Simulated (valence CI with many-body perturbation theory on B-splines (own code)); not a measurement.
# I46+: key properties

Computed by configuration interaction combined with many-body perturbation theory (CI+MBPT): five valence electrons over a frozen Dirac-Fock core [He], a basis of 11 s, 11 p, 10 d, 8 f, 5 g, 2 h functions for each j, with the one-electron correlation potential Σ1, the two-electron term Σ2, the three-electron term Σ3, Breit, model QED; selected CI, second order for the rest, scaled by the run's own slope (own B-spline code, finite nucleus).

The last digits are not significant, and no measured levels were compared; by estimate large intervals hold to a few tenths of a per cent, small ones and those within an open d or f shell to about a per cent. Among the levels kept, up to 7200 cm⁻¹ of a level comes from second order outside the variational space, and about a tenth of that is noise between levels of different J, which matters for small intervals.

Levels are named by their leading jj configuration (3d3/2^4 stands for four electrons in 3d with j = 3/2), which in mixed levels can hold well under half, so a name can repeat and another be missing.

Rates and lifetimes use the calculated energies. Strong lines usually hold to 10 to 20 %, long lifetimes can be off by a factor of two.

**Question.** What is the ground level?

**Answer.** (2s^2 2p1/2^2 2p3/2) J=3/2, composition 46 % 2s2 2p3 2P° + 28 % 2s2 2p3 4S° + 26 % 2s2 2p3 2D°, g = 1.363.

**Question.** Where does the other parity begin?

**Answer.** At (2s 2p1/2^2 2p3/2^2) J=5/2, 4096.4 × 10³ cm⁻¹.

**Question.** How well does LS coupling describe the low levels?

**Answer.** Among the lowest 20 levels the leading LS term, summed over configurations, holds 61 % on average. For single configurations the figures are 61 % in LS and 99 % in jj coupling. Terms mix most in the J = 3/2 level at 36776 × 10³ cm⁻¹, where the leading one holds 31 %.

**Question.** What is the ionisation energy?

**Answer.** 8044.3 eV; NIST lists 8044 ± 4 eV (theoretical).

**Question.** Among levels below 45599 × 10³ cm⁻¹, which E1 lines absorb most strongly from the ground level?

**Answer.** to (2s^2 2p1/2 2p3/2 3d3/2) J=5/2 at 0.2508 nm, f = 0.579; to (2s^2 2p1/2^2 3d5/2) J=5/2 at 0.2663 nm, f = 0.525; to (2s^2 2p1/2 2p3/2 3d3/2) J=1/2 at 0.2500 nm, f = 0.227.

**Question.** Name the longest-lived excited levels whose lifetime is computed, and their main decay.

**Answer.** (2s^2 2p1/2 2p3/2^2) J=5/2 at 2542.0 × 10³ cm⁻¹ lives 22.0 ns, mostly by M1 to (2s^2 2p1/2^2 2p3/2) J=3/2; (2s^2 2p1/2 2p3/2^2) J=1/2 at 2786.5 × 10³ cm⁻¹ lives 5.63 ns, mostly by M1 to (2s^2 2p1/2^2 2p3/2) J=3/2; (2s^2 2p1/2 2p3/2^2) J=3/2 at 2382.9 × 10³ cm⁻¹ lives 3.80 ns, mostly by M1 to (2s^2 2p1/2^2 2p3/2) J=3/2.
